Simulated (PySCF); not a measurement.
BH5N, SMILES B[NH3+], charge +1. Atoms are numbered in the order given.

```xyz
7

B      0.9218    -0.0087     0.0000
N     -0.6333    -0.0076     0.0000
H      1.4314     0.0060     1.0659
H      1.4314     0.0060    -1.0659
H     -0.9596     0.9693     0.0000
H     -1.0394    -0.4422     0.8337
H     -1.0394    -0.4422    -0.8337
```
Charge +1, spin multiplicity 1.

The structure is a stationary point at ωB97X-D3(BJ)/def2-TZVP. The isomer is the one that the SMILES or the coordinates give; other isomers of the formula were not compared.

These are B3LYP/pcJ-1 run with PySCF values and carry that method's errors.

Isotropic couplings with Fermi-contact, spin-dipole and both spin-orbit terms, one fixed conformer, no vibrational averaging. Isotopes: 11B, 14N, 1H.

Computed spin–spin coupling constants:
```tsv
pair	bonds apart	J (Hz)
B1–N2	1	3.3
B1–H3	1	186.9
B1–H4	1	186.9
N2–H5	1	50.1
N2–H6	1	55.3
N2–H7	1	55.3
B1–H5	2	-1.8
B1–H6	2	-4.4
B1–H7	2	-4.4
N2–H3	2	4.1
N2–H4	2	4.1
H3–H4	2	12.6
H5–H6	2	-16.7
H5–H7	2	-16.7
H6–H7	2	-10.3
H3–H5	3	-0.8
H3–H6	3	5.0
H3–H7	3	10.2
H4–H5	3	-0.8
H4–H6	3	10.2
H4–H7	3	5.0
```
